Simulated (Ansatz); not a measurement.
The cluster SiB8, relaxed as a singlet with RKS B3LYP-D4/def2-SVP in Ansatz, starting from the GFN2-xTB geometry. Force threshold 0.02 eV/Å.

The restricted singlet is unstable towards broken spin symmetry in Hartree–Fock (as tested in another run); at B3LYP-D4/def2-SVP this wasn't settled. Another isomer (singlet) lies 0.28 eV lower at PBE0-D4/def2-TZVP; other spin states weren't run for this one.

Start:

```tsv
atom	x (Å)	y (Å)	z (Å)
Si1	-3.734	-1.280	0.160
B2	-0.481	-1.120	0.189
B3	2.486	0.842	-0.099
B4	-1.087	0.601	-0.136
B5	-0.031	1.682	-0.308
B6	2.345	-0.643	0.172
B7	1.023	-1.338	0.265
B8	-1.967	-0.666	0.076
B9	1.447	1.923	-0.319
```

(1) Estimate the energy that the relaxation releases and the steps that it takes.

(2) Does the start keep its bonding and symmetry?

(3) Predict the relaxed structure.

## Answers

(1) 88.0 kcal/mol, in 28 steps; 58 s on 4 threads of Intel Xeon Platinum 8223CL on a shared host. No frequencies were taken in this run, so the end may be a saddle point.

(2) Bonds formed: Si1–B2, B2–B5, B5–B7, B6–B9, B7–B9 (atoms count from 1). Point group C2v at the start, Cs at the end, both within 0.05 Å.

(3) 
```tsv
atom	x (Å)	y (Å)	z (Å)
Si1	-2.426	-1.950	0.345
B2	-0.952	-0.449	0.055
B3	3.094	0.638	0.027
B4	-1.613	1.066	-0.365
B5	-0.033	1.037	-0.262
B6	2.250	-0.610	0.287
B7	0.684	-0.613	0.194
B8	-2.602	-0.103	-0.132
B9	1.597	0.984	-0.149
```
Bond lengths: 13 × B–B 1.53 to 1.87 Å; 2 × B–Si 1.92 to 2.12 Å.
